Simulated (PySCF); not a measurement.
Ligands exchanged one at a time, Al Br-SiH3. Isolated molecules, 0 K electronic values unless said otherwise. Strings in code marks are SMILES.

Level of theory: PBE-D3(BJ)/def2-TZVP // B3LYP-D3(BJ)/def2-TZVP (PySCF). All candidates: neutral, multiplicity 1. 

| Property | Value |
|---|---|
| HOMO | -6.26 eV |
| HOMO–LUMO gap | 3.16 eV |
| dipole moment | 1.18 D |

Which member has these values?
A. `[Br][Al]([Br])[Br]`
B. `[SiH3][Al]([SiH3])[SiH3]`
C. `[SiH3][Al]([Br])[Br]`
D. `[SiH3][Al]([SiH3])[Br]`

D, `[SiH3][Al]([SiH3])[Br]`. The others give `[SiH3][Al]([SiH3])[SiH3]`: -6.30 eV, 2.94 eV, 0.14 D; `[SiH3][Al]([Br])[Br]`: -7.00 eV, 4.25 eV, 1.34 D; `[Br][Al]([Br])[Br]`: -7.36 eV, 4.92 eV, 0.00 D
